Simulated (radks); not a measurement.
Values are calculated unless marked as measured or tabulated.
Neutral hydrogen inside a hard spherical wall (all orbitals vanish at R), configuration held at 1s1 and not refilled when levels cross. Code: a radial shooting solver on a logarithmic mesh with Libxc functionals. Model: scalar-relativistic Kohn-Sham, LDA (Slater exchange, Perdew-Wang correlation), spin-polarised, spherical densities, point nucleus; open shells are filled with parallel spins first. Eigenvalues in eV for spin up, with the zero of energy where the potential of the charges vanishes at infinity; a dash marks a level that is unbound or too diffuse for the functional's potential to be trusted. A positive occupied level is held by the wall or, in an anion where self-interaction has pushed it up, behind a barrier. The pressure on the wall is -dE/dV.

R (bohr) = free: E (hartree) -0.47872; kinetic (hartree) 0.467; e(1s) -7.320; e(2s, empty) -; e(2p, empty) -; pressure (GPa) 0
R (bohr) = 8: E (hartree) -0.47864; kinetic (hartree) 0.467; e(1s) -7.310; e(2s, empty) 2.317; e(2p, empty) 1.980; pressure (GPa) 0.00406
R (bohr) = 6: E (hartree) -0.47739; kinetic (hartree) 0.476; e(1s) -7.193; e(2s, empty) 5.559; e(2p, empty) 3.807; pressure (GPa) 0.121
R (bohr) = 5: E (hartree) -0.47337; kinetic (hartree) 0.498; e(1s) -6.912; e(2s, empty) 9.530; e(2p, empty) 5.933; pressure (GPa) 0.695
R (bohr) = 4: E (hartree) -0.45738; kinetic (hartree) 0.563; e(1s) -6.041; e(2s, empty) 17.885; e(2p, empty) 10.304; pressure (GPa) 4.33
R (bohr) = 2: E (hartree) -0.07755; kinetic (hartree) 1.394; e(1s) 7.870; e(2s, empty) 101.63; e(2p, empty) 53.434; pressure (GPa) 390
R (bohr) = 1.5: E (hartree) 0.50103; kinetic (hartree) 2.334; e(1s) 26.353; e(2s, empty) 195.25; e(2p, empty) 101.51; pressure (GPa) 1980
